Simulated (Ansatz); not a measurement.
Geometry optimisation, RKS PBE/def2-SVP in Ansatz.

Input:

```yaml
crystal:
  periodic: [false, false, false]
  atoms:
    - { symbol: B, position_ang: [0.0, 0.0, 0.0] }
    - { symbol: H, position_ang: [0.0, 0.0, 1.54] }
    - { symbol: H, position_ang: [1.0305, 0.0, -0.595] }
    - { symbol: O, position_ang: [-1.2211, 0.0, -0.705] }
    - { symbol: H, position_ang: [-1.7308, -0.8467, -0.4965] }
    - { symbol: O, position_ang: [-0.2139, 1.6086, 0.5392] }
    - { symbol: C, position_ang: [-1.4111, 2.3603, 0.4047] }
    - { symbol: H, position_ang: [-2.1842, 1.7397, -0.0944] }
    - { symbol: H, position_ang: [-1.7728, 2.6639, 1.4093] }
    - { symbol: H, position_ang: [-1.2133, 3.2659, -0.206] }
    - { symbol: H, position_ang: [-0.1135, 0.8538, 1.537] }
basis:
  gaussian: { orbitals: def2-SVP }
hamiltonian:
  xc: pbe
relax:
  f_tol: 0.15
  max_steps: 25
  restrain:
    - { distance: [0, 5], at: 1.41, k: 30.0 }
    - { distance: [10, 1], at: 0.66, k: 30.0 }
    - { distance: [0, 1], at: 2.39, k: 30.0 }
    - { distance: [10, 5], at: 2.21, k: 30.0 }
```

Command:

```bash
$ ansatz run input.yaml --threads 2 --pin off --max-ram 3072MiB --backend cpu --events-out ev --progress --plain --runs-dir out
```

Where does it end, and by what steps?

It converged. The restraints hold the end off the free minimum. After 11 steps the energy has fallen by 3.412 eV (the restraints' own energy left out); O6 moved furthest, 0.60 Å.

| step | energy less start (eV) | largest force component (eV/Å) | accepted |
| --- | --- | --- | --- |
| 0 | 0.0000 | 4.238 | yes |
| 1 | -0.5626 | 6.078 | yes |
| 2 | -1.8902 | 5.173 | yes |
| 3 | -2.6659 | 2.468 | yes |
| 4 | -3.0515 | 1.601 | yes |
| 5 | -3.2193 | 1.707 | no |
| 6 | -3.2067 | 1.470 | yes |
| 7 | -3.2948 | 1.664 | yes |
| 8 | -3.3653 | 1.670 | yes |
| 9 | -3.3970 | 1.661 | yes |
| 10 | -3.3906 | 1.769 | yes |
| 11 | -3.4123 | 1.728 | yes |

```xyz
11
Properties=species:S:1:pos:R:3
B -0.221 0.398 -0.331
H -0.147 0.002 2.034
H 0.854 -0.119 -0.578
O -1.429 -0.247 -0.387
H -1.303 -1.173 -0.653
O -0.184 1.751 -0.044
C -1.382 2.442 0.281
H -2.248 2.119 -0.333
H -1.647 2.285 1.350
H -1.214 3.525 0.125
H 0.090 0.663 1.869
```

Run time: 33 s on 2 threads of Intel(R) Xeon(R) Platinum 8259CL CPU @ 2.50GHz (Skylake/Cascade Lake), with other jobs on the host, peak memory 0.15 GiB.
